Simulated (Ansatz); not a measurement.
Born–Oppenheimer molecular dynamics of H₆OW (8 atoms, charge 0, multiplicity 1). It goes on from the last frame of an earlier run, with new velocities.

Computed with RKS B3LYP/def2-SVP in Ansatz.

```yaml
ensemble: NVE (velocity Verlet)
time_step: 0.5 fs
steps_asked: 166
starting_velocities_drawn_for: 700 K
seed: 682258
```

First frame:

```xyz
8
Properties=species:S:1:pos:R:3
W -0.310 -0.265 -0.291
H -0.137 0.162 1.361
H 0.354 1.333 -0.226
H -1.312 1.007 0.165
H -1.907 -0.452 -0.981
O -0.077 -1.944 0.356
H 0.078 -2.687 0.976
H 0.893 -0.007 -1.563
```

(1) How far do the bonds stretch over the last three quarters of this one trajectory? (Pairs bonded in most of those frames.)

## Answers

(1) 
| bond | mean (Å) | spread (Å) | shortest | longest |
| --- | --- | --- | --- | --- |
| W1–H2 | 1.717 | 0.065 | 1.60 | 1.82 |
| W1–H3 | 1.708 | 0.035 | 1.66 | 1.77 |
| W1–H4 | 1.715 | 0.039 | 1.64 | 1.78 |
| W1–H5 | 1.713 | 0.033 | 1.65 | 1.79 |
| W1–O6 | 1.863 | 0.048 | 1.78 | 1.94 |
| W1–H8 | 1.708 | 0.033 | 1.65 | 1.77 |
| O6–H7 | 0.970 | 0.017 | 0.94 | 1.00 |

Mean temperature of the second half: 826 K. The conserved energy stayed within 0.14 meV per atom of its start (net change 0.042 meV per atom), so the integration is sound. A run of 0.083 ps of so small a system gives no equilibrium averages.

The run took 8.8 min on 1 thread of Arm Neoverse V1 (shared host), peak memory 0.14 GiB.
